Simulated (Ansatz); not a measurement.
Breaking the Te1–F2 bond in F2Te (SMILES F[Te]F) (multiplicity 1 held, fragments rigid). Energies count from the point at 1.907 Å.
Geometry at that point (charge 0, multiplicity 1):
```xyz
3

Te     0.0413    -0.0263     0.3272
F      0.5966     1.2887    -0.9380
F     -0.8352    -1.1366    -0.9523
```

Signs of static correlation in def2-TZVPP, from Ansatz (a program for electronic structure) runs.

```csv
R (Å),T1 of restricted CCSD,⟨S²⟩ of UHF,largest double amplitude of restricted CCSD
1.526,0.013,0.000,0.051
1.717,0.014,0.000,0.052
1.907,0.016,0.000,0.052
2.098,0.018,0.000,0.065
2.289,0.021,0.309,0.097
2.575,0.029,…,0.153
2.861,0.044,0.942,…
3.338,0.082,1.005,0.432
3.815,0.120,1.016,0.713
4.387,0.143,1.016,0.959
5.150,0.146,1.016,1.067
6.104,0.138,1.016,1.072
```

Question: Complete the blanks.

Answer: 
- 2.575, ⟨S²⟩ of UHF: 0.811
- 2.861, largest double amplitude of restricted CCSD: 0.227

Doubts at one or more of the structures used: a restricted determinant that unrestricted orbitals would lower (R-CCSD(T)/def2-TZVPP); other coupled-cluster roots lie near (R-CCSD(T)/def2-TZVPP); T1 above 0.05 (R-CCSD(T)/def2-TZVPP, U-CCSD(T)/def2-TZVPP); a spin-contaminated determinant (U-CCSD(T)/def2-TZVPP).
